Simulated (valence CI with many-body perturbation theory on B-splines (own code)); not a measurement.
Hyperfine factors and g values of Ta23+

Computed by configuration interaction combined with many-body perturbation theory (CI+MBPT): four valence electrons over a frozen Dirac-Fock core [Kr] 4d10, a basis of 7 s, 7 p, 7 d, 7 f, 4 g, 2 h functions for each j, with the one-electron correlation potential Σ1 (screened to all orders), the two-electron term Σ2, the three-electron term Σ3, Breit, model QED; selected single and double excitations, second order for the rest, scaled by the run's own slope (own B-spline code, finite nucleus).

No measured levels were compared; by estimate terms of the open shell hold to a few per cent of their energy, and close levels can change places.

A/g_I is the dipole constant over the nuclear g factor μ/I (μ in nuclear magnetons, uniformly magnetised nucleus), B/Q the quadrupole constant per barn. Both hold the static response of the core; the bare values leave it out. Large factors of s and p1/2 electrons are usually good to 5 to 10 %; those of open d and f shells near neutrality can be off by tens of per cent, and small factors of p3/2, d and f electrons come from cancelling terms and can be off by a factor of two or in sign, in half-filled shells by more. B is blank for J = 1/2, where it vanishes, and for nearly pure S terms. Energies count from the lowest level. Levels with J = 0 are left out.

Names give the largest LS component (configuration and term), which can be under half, so a name can repeat, a term be missing and a line seem to break the LS rules; names also repeat where a configuration has a term twice. Letters in brackets count levels of one name in rising energy.

```
       Level  E (cm⁻¹)      g  A/g_I (MHz)  A/g_I bare  B/Q (MHz/b)  B/Q bare
    4f4 5I_4       0.0  0.634         4120        3680        -1850     -1620
    4f4 5I_5     12378  0.908         2930        2880        -1610     -1420
    4f4 5I_6     23221  1.057         2330        2500        -1380     -1250
    4f4 5I_7     32279  1.140         2050        2360        -1020      -945
    4f4 5F_2     34176  0.971         3250        3380         2240      1980
    4f4 5F_1     38186  0.102         7500        6450          600       526
    4f4 5I_8     40022  1.187         1920        2310         -521      -533
4f4 3G_4 [a]     41275  1.034         2770        2970        -2840     -2510
    4f4 5F_3     44602  1.167         1990        2340       -0.487     -14.3
    4f4 5S_2     48267  1.286         1420        1940        -1440     -1290
    4f4 5G_2     48690  0.984         2650        2720         -392      -344
    4f4 5G_3     51270  0.917         3030        3020          792       718
4f4 3K_6 [a]     52247  0.879         3030        2940          413       384
4f4 5F_5 [a]     56154  1.233         1600        2040         -918      -865
    4f4 3L_7     56163  0.971         2670        2720         1880      1640
    4f4 5F_4     57532  1.220         1540        1930         2120      1850
    4f4 3M_8     60946  1.024         2480        2610         3510      3050
    4f4 5G_4     67569  1.047         2410        2580         -661      -573
4f4 5F_5 [b]     69182  1.250         1360        1790         2300      2000
    4f4 3D_2     69435  1.164         1810        2130         1580      1400
4f4 3G_3 [a]     69983  0.864         3080        2960        -1960     -1730
4f4 3P_1 [a]     75051  1.032         2870        3080         -159      -148
4f4 1D_2 [a]     77372  1.028         1880        1930         -729      -668
    4f4 5G_5     78683  1.147         2010        2330         -653      -586
    4f4 3L_8     79125  0.998         2560        2650         3220      2840
    4f4 5G_6     79896  1.247         1450        1890         -706      -680
    4f4 3M_9     80313  1.051         2350        2520         5660      4940
4f4 3K_7 [a]     80400  0.963         2510        2520         1260      1130
4f4 3I_5 [a]     81241  0.924         2720        2680          784       675
4f4 3F_4 [a]     81294  1.199         1610        1980        -2220     -1980
4f4 3D_3 [a]     81391  1.259         1090        1510         1070       933
4f4 3K_8 [a]     84145  1.034         2250        2370         2830      2480
4f4 3H_6 [a]     87138  1.141         2050        2370        -31.1     -48.1
4f4 3F_2 [a]     87431  0.717         4580        4380          796       729
    4f4 5D_1     87780  1.495         -575        80.6         1350      1180
4f4 3G_4 [b]     89992  1.045         2300        2450        -1110      -979
4f4 3I_7 [a]     93724  1.100         2240        2490          987       853
4f4 3H_6 [b]     94156  1.097         2180        2420         -861      -768
```

Take the isotope of mass number 181, with I = 7/2, μ = 2.365 μN and Q = 3.17 b. What is the hyperfine structure of 4f4 5I_7?

From the table A = 1380 MHz, B = -3230 MHz. Shifts from the centre of gravity in MHz: F = 7/2: -39800, F = 9/2: -33100, F = 11/2: -24900, F = 13/2: -15400, F = 15/2: -4810, F = 17/2: 6900, F = 19/2: 19600, F = 21/2: 33000.
